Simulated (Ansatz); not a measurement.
Relaxation of ClF$_{2}$H$_{5}$HfO$_{2}$Si (12 atoms, charge 0, multiplicity 1), to a largest force component of 0.03 eV/Å in at most 50 steps.

Computed with Ansatz, RKS PBE/def2-SVP.

```xyz
12
Properties=species:S:1:pos:R:3
Hf -0.084 -0.670 -0.529
O 0.196 -0.323 2.698
Si -1.187 -0.106 3.663
H -2.378 -0.859 3.126
H -0.928 -0.573 5.071
H -1.457 1.368 3.662
F 1.319 0.636 -0.559
F -1.760 0.079 0.030
Cl -0.347 -1.400 -2.759
O 0.423 -2.295 0.569
H 0.783 -3.168 0.334
H 0.436 -1.269 2.527
```

Where does it end, and by what steps?

The forces met the threshold. After 12 steps the energy has fallen by 0.507 eV; H6 moved furthest, 0.61 Å. Joined: Hf1–O2.

```csv
step,energy less start (eV),largest force component (eV/Å),accepted
0,0.0000,1.052,yes
1,-0.1735,0.432,yes
2,-0.3709,0.701,yes
3,-0.4081,1.076,yes
4,-0.4761,0.340,yes
5,-0.4875,0.157,yes
6,-0.4948,0.091,yes
7,-0.5013,0.105,yes
8,-0.5039,0.083,yes
9,-0.5053,0.036,yes
10,-0.5061,0.055,yes
11,-0.5067,0.061,yes
12,-0.5071,0.027,yes
```

```xyz
12
Properties=species:S:1:pos:R:3
Hf -0.080 -0.647 -0.047
O -0.036 -0.642 2.292
Si -1.209 -0.044 3.413
H -2.482 -0.827 3.306
H -0.619 -0.204 4.783
H -1.393 1.391 3.059
F 1.271 0.725 -0.019
F -1.879 -0.043 0.377
Cl -0.295 -1.137 -2.371
O 0.534 -2.434 0.567
H 0.862 -3.180 0.037
H 0.342 -1.538 2.436
```

The run took 38 s on 4 threads of Arm Neoverse V1, with other jobs on the host, peak memory 0.23 GiB.
